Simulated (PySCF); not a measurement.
From a computed spectrum to the compound

A species of 3 atoms with charge 1 has these harmonic modes (PBE0, small Gaussian bases with core potentials, PySCF 2.14.0):

```tsv
cm⁻¹	km/mol	symmetry
49	3.0	a1
261	12.8	a1
277	61.0	b2
```

(1) Which species is it, and in which structure?

Results:

(1) [HoBr2]+ (singlet in the valence; each metal's 4f electrons, 10 of them, lie in its core potential, out of spins and levels):
```xyz
3

Ho    0.0000    0.0000   -0.6897
Br    2.0763    0.0000    0.7207
Br   -2.0763    0.0000    0.7207
```
Ideal gas at 298.15 K and 1 bar: S = 347.0 J/(mol K), Cp = 56.0 J/(mol K), H − H(0 K) = 14.5 kJ/mol (rigid rotor, harmonic modes, spin degeneracy alone, that of the 4f electrons in the core included; the modes under 60 cm⁻¹ make these uncertain). An lcecp potential fixes the number of 4f electrons, so in runs with it no electron can move into or out of that shell.
 The answer isn't unique; the calculation gave this one.
